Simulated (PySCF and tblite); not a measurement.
Values are calculated unless marked as measured or tabulated.
Bond rotations in several molecules: saddles from GFN2-xTB searches, energies BP86/pcSseg-1 + D3(BJ) // GFN2-xTB, GFN2-xTB thermal terms, Eyring rates at 298.15 K with equivalent paths and no tunnelling (PySCF, tblite). ΔE(end) is the energy of the other minimum.

Q: Order these motions by free-energy barrier at 298.15 K, lowest first.
A. [CH3:1][S:2][CH2:3][S:4][S:5][CH3:6]: rotation about the S4–S5 bond (torsion C3–S4–S5–C6 from -89° to 88°, rising)
B. [CH3:1][CH:2]([CH3:3])[N:4]([CH3:5])[CH:6]=[O:7]: rotation about the C2–N4 bond (torsion C1–C2–N4–C5 from 65° to -118°, falling)
C. [CH3:1][N:2]([CH3:3])[B:4]([Cl:5])[Cl:6]: rotation about the B4–N2 bond (torsion Cl5–B4–N2–C1 from -180° to 0°, rising)
D. [CH3:1][c:2]1[cH:3][cH:4][c:5]([OH:6])[cH:7][c:8]1[OH:9]: rotation about the C5–O6 bond (torsion C4–C5–O6–H from 0° to 180°, rising)

A: D (3.6 kcal/mol), B (7.7 kcal/mol), A (10.9 kcal/mol), C (22.9 kcal/mol).

Q: Give the values.

A: 
```
                                                molecule                                                                          motion  ΔE‡ (kcal/mol)   ΔG‡  ΔE(end)   k (s⁻¹)
[CH3:1][c:2]1[cH:3][cH:4][c:5]([OH:6])[cH:7][c:8]1[OH:9]      rotation about the C5–O6 bond (torsion C4–C5–O6–H from 0° to 180°, rising)             4.3   3.6      0.7  2.9×10¹⁰
        [CH3:1][CH:2]([CH3:3])[N:4]([CH3:5])[CH:6]=[O:7]  rotation about the C2–N4 bond (torsion C1–C2–N4–C5 from 65° to -118°, falling)             6.3   7.7      1.4   1.5×10⁷
                    [CH3:1][S:2][CH2:3][S:4][S:5][CH3:6]    rotation about the S4–S5 bond (torsion C3–S4–S5–C6 from -89° to 88°, rising)            10.3  10.9      0.8   6.2×10⁴
                [CH3:1][N:2]([CH3:3])[B:4]([Cl:5])[Cl:6]   rotation about the B4–N2 bond (torsion Cl5–B4–N2–C1 from -180° to 0°, rising)            23.8  22.9     same   0.00038
```

Such barriers can be off by 1 to 3 kcal/mol. Paths on which GFN2-xTB and DFT differ by 4 kcal/mol or more were left out.

For scale, the study of Cc1ccc(O)cc1O took 2.5 min on 1 thread of Intel Xeon @ 2.60GHz, shared host (rough), peak memory 0.71 GiB, launched as `OMP_NUM_THREADS=1 python ens_run.py task.json out`.
